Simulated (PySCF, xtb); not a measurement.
B(H)(OEt)(NH2) (C₂H₈BNO), SMILES B(N)OCC. Other conformers were not sampled.

Harmonic wavenumbers (cm⁻¹) from GFN2-xTB run with xtb 6.7.1 at its own minimum, in rising order: 59, 122, 191, 274, 384, 435, 470, 551, 783, 818, 830, 941, 1029, 1076, 1096, 1152, 1201, 1271, 1334, 1355, 1397, 1478, 1481, 1498, 1525, 2529, 2882, 2917, 3038, 3040, 3045, 3518, 3568.

Q: What does B3LYP-D3(BJ)/def2-SVP in PySCF 2.14.0 give at its own minimum? (An estimate is asked for; the answer gives what the named calculation found.)

A: 51, 117, 219, 310, 401, 417, 481, 598, 801, 816, 928, 935, 1054, 1106, 1140, 1167, 1243, 1324, 1376, 1404, 1452, 1457, 1472, 1500, 1592, 2558, 3013, 3030, 3064, 3116, 3121, 3602, 3715. Paired by order, the mean absolute difference is 43 cm⁻¹ and the zero-point energies are 67.6 and 69.4 kcal/mol.
